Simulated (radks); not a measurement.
Problem. Radial electron density D(r) = 4 pi r^2 rho(r) of an atom or ion with 17 electrons. Method: scalar-relativistic Kohn-Sham, PBE, spin-unpolarised, spherical densities, point nucleus; computed with a radial shooting solver on a logarithmic mesh with Libxc functionals.

r (bohr),D(r) (e/bohr)
0.001731,1.460
0.0022,2.239
0.00282,3.447
0.003585,5.170
0.004557,7.636
0.005793,11.06
0.007364,15.63
0.009437,21.63
0.012,28.44
0.01525,35.58
0.01939,41.85
0.02465,45.74
0.03133,46.04
0.04015,42.93
0.05104,39.35
0.06489,39.39
0.08249,45.14
0.1049,52.75
0.1344,53.26
0.1708,41.64
0.2172,25.53
0.2761,17.93
0.3509,19.96
0.4497,19.41
0.5717,11.29
0.7268,3.504
0.9239,0.5189
1.175,0.03086
1.505,0.0005056

What is the nuclear charge?

Solution. Z = 37. The innermost maximum, from 1s, lies near gamma/Z bohr with gamma = sqrt(1 - (Z/c)^2) = 0.963, here 0.026 bohr (found: 0.0282), and its height grows with Z. The density is that of the rubidium ion Rb20+ in [Ne] 3s2 3p5; the configuration itself is not fixed sharply by these data, and Z only to a few units. D(r) has 3 maxima, at r = 0.0282, 0.120, 0.396 bohr, and minima at 0.0575, 0.285 bohr, inside which lie 2.05, 10.42 electrons.
